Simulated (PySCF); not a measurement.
SMILES C([O][In]([O]C(=O)C)[CH3])(=O)C, GFN2-xTB optimised geometry.

```
19

In    -1.16    -0.75     0.00
C     -1.94    -2.82     0.02
H     -2.95    -2.79     0.42
H     -1.29    -3.41     0.65
H     -1.94    -3.19    -1.00
O      1.12    -0.75     0.00
C      1.09     0.01    -0.98
C      2.38     0.54    -1.55
O      0.01     0.36    -1.52
H      2.18     1.24    -2.36
H      2.97    -0.30    -1.93
H      2.95     1.02    -0.76
O     -1.29     0.84     1.53
C     -2.33     1.30     0.99
C     -2.94     2.56     1.57
O     -2.85     0.77     0.00
H     -4.00     2.59     1.34
H     -2.45     3.41     1.11
H     -2.77     2.59     2.64
```

Density from PySCF with PBE0/def2-SVP, def2 effective core potentials past Kr at that geometry. The core electrons that the potentials of In replace are not part of the density.

Minimum of the electron density along straight lines between bonded atoms, close to the bond critical point (lines longer than 1.1 times the sum of covalent radii, or with two minima, are not listed):

| bond | length / Å | ρ at the minimum / e bohr⁻³ | ∇²ρ there / e bohr⁻⁵ | position (fraction from the first atom) |
|---|---|---|---|---|
| In1–C2 | 2.211 | 0.088 | … | 0.51 |
| C2–H3 | 1.083 | 0.276 | -1.02 | 0.63 |
| C2–H4 | 1.083 | 0.275 | -1.01 | 0.63 |
| C2–H5 | 1.083 | 0.275 | -1.01 | 0.63 |
| In1–O6 | 2.279 | 0.056 | 0.24 | 0.51 |
| O6–C7 | 1.246 | 0.383 | -0.04 | 0.67 |
| C7–C8 | 1.508 | 0.257 | -0.63 | 0.52 |
| In1–O9 | 2.216 | 0.064 | 0.29 | 0.51 |
| C7–O9 | 1.257 | 0.373 | … | 0.33 |
| C8–H10 | 1.086 | 0.279 | -1.05 | 0.64 |
| C8–H11 | 1.088 | 0.275 | -1.01 | 0.63 |
| C8–H12 | 1.087 | 0.276 | -1.02 | 0.63 |
| In1–O13 | 2.213 | 0.064 | 0.29 | 0.51 |
| O13–C14 | 1.258 | 0.373 | -0.11 | 0.67 |
| C14–C15 | 1.508 | 0.257 | -0.63 | 0.52 |
| In1–O16 | 2.279 | 0.056 | 0.24 | 0.51 |
| C14–O16 | 1.245 | 0.383 | … | 0.33 |
| C15–H17 | 1.086 | 0.278 | -1.04 | 0.63 |
| C15–H18 | 1.089 | 0.273 | -1.00 | 0.63 |
| C15–H19 | 1.086 | 0.278 | -1.04 | 0.63 |

### Question
Fill in the missing entries.

### Answer

- In1–C2, ∇²ρ there / e bohr⁻⁵: 0.13
- C7–O9, ∇²ρ there / e bohr⁻⁵: -0.10
- C14–O16, ∇²ρ there / e bohr⁻⁵: 0.02
